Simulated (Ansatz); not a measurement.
`[SiH3][SiH]1OC1(Cl)Cl`, relaxed with RKS PBE0-D4/def2-TZVP in Ansatz 0.2.0 from a PBE-D4/def2-SVP geometry. The force threshold is 0.005 eV/Å; the program also tests the step.

Charge 0, multiplicity 1.

Start:

```xyz
10

Si   -1.123   -1.026    1.111
Si    0.669    0.307    0.417
O     1.414   -0.249   -1.089
C     0.735    0.934   -1.333
Cl    1.777    2.305   -1.821
Cl   -0.655    0.767   -2.457
H    -2.036   -1.212   -0.064
H    -0.625   -2.353    1.610
H    -1.829   -0.306    2.227
H     1.674    0.832    1.399
```

```json
{"step": "1", "energy (eV)": "-43933.5052", "largest force (eV/Å)": "1.184", "largest move (Å)": "0.000"}
{"step": "2", "energy (eV)": "-43933.5591", "largest force (eV/Å)": "0.838", "largest move (Å)": "0.035"}
{"step": "3", "energy (eV)": "-43933.5845", "largest force (eV/Å)": "0.395", "largest move (Å)": "0.040"}
{"step": "4", "energy (eV)": "-43933.5887", "largest force (eV/Å)": "0.279", "largest move (Å)": "0.022"}
{"step": "5 (rejected)", "energy (eV)": "-43933.5823", "largest force (eV/Å)": "0.344", "largest move (Å)": "0.045"}
{"step": "6", "energy (eV)": "-43933.5910", "largest force (eV/Å)": "0.031", "largest move (Å)": "0.013"}
{"step": "7", "energy (eV)": "-43933.5912", "largest force (eV/Å)": "0.021", "largest move (Å)": "0.015"}
{"step": "8", "energy (eV)": "-43933.5914", "largest force (eV/Å)": "0.010", "largest move (Å)": "0.020"}
{"step": "9", "energy (eV)": "-43933.5915", "largest force (eV/Å)": "0.007", "largest move (Å)": "0.025"}
{"step": "10", "energy (eV)": "-43933.5916", "largest force (eV/Å)": "0.012", "largest move (Å)": "0.016"}
{"step": "11", "energy (eV)": "-43933.5916", "largest force (eV/Å)": "0.008", "largest move (Å)": "0.010"}
{"step": "12", "energy (eV)": "-43933.5916", "largest force (eV/Å)": "0.009", "largest move (Å)": "0.015"}
{"step": "13", "energy (eV)": "-43933.5916", "largest force (eV/Å)": "0.006", "largest move (Å)": "0.005"}
{"step": "14", "energy (eV)": "-43933.5917", "largest force (eV/Å)": "0.005", "largest move (Å)": "0.003"}
```

End:

```xyz
10

Si   -1.123   -1.030    1.109
Si    0.679    0.246    0.357
O     1.386   -0.238   -1.114
C     0.715    0.970   -1.318
Cl    1.778    2.301   -1.756
Cl   -0.633    0.847   -2.445
H    -2.012   -1.327   -0.038
H    -0.605   -2.285    1.711
H    -1.840   -0.245    2.147
H     1.655    0.760    1.347
```

Hardware: 4 threads of an Intel Xeon 6975P-C on a shared host. Wall time 48 s, peak host memory 0.83 GiB.
